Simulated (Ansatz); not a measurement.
`C=C[SiH2]N[SiH3]` and `C=C[SiH2]N[SiH2]O` differ in one atom or group.

Ansatz, PBE0-D4/def2-TZVP geometries, multiplicity 1. Each molecule was computed in one conformer, which needn't be the lowest.

| property | `C=C[SiH2]N[SiH3]` |
| --- | --- |
| LUMO energy (PBE/def2-TZVPP) / eV | -1.63 |
| HOMO energy (PBE0/def2-TZVPP) / eV | -7.42 |
| HOMO energy (PBE/def2-TZVPP) / eV | -6.11 |
| size of the dipole moment (B3LYP/def2-TZVPP) / D | 1.35 |
| LUMO energy (PBE0/def2-TZVPP) / eV | -0.64 |
| LUMO energy (B3LYP/def2-TZVPP) / eV | -0.84 |

Q: Give the same properties after the change, and the shifts. (An estimate is asked.)

A: Computed: 
```
                                        property  `C=C[SiH2]N[SiH2]O`  shift
               LUMO energy (PBE/def2-TZVPP) / eV                -1.77  -0.14
              HOMO energy (PBE0/def2-TZVPP) / eV                -7.50  -0.08
               HOMO energy (PBE/def2-TZVPP) / eV                -6.17  -0.06
size of the dipole moment (B3LYP/def2-TZVPP) / D                 2.05   0.70
              LUMO energy (PBE0/def2-TZVPP) / eV                -0.77  -0.13
             LUMO energy (B3LYP/def2-TZVPP) / eV                -0.98  -0.14
```

With PBE0 the HOMO falls by 0.08 eV and the LUMO falls by 0.13 eV, so the gap narrows by about 0.05 eV. PBE moves the HOMO by -0.06 eV and ωB97M-V by -0.10 eV. Dipoles are sizes alone; their direction can turn.

B3LYP here is the variant with VWN-RPA as its local correlation; programs differ in this.
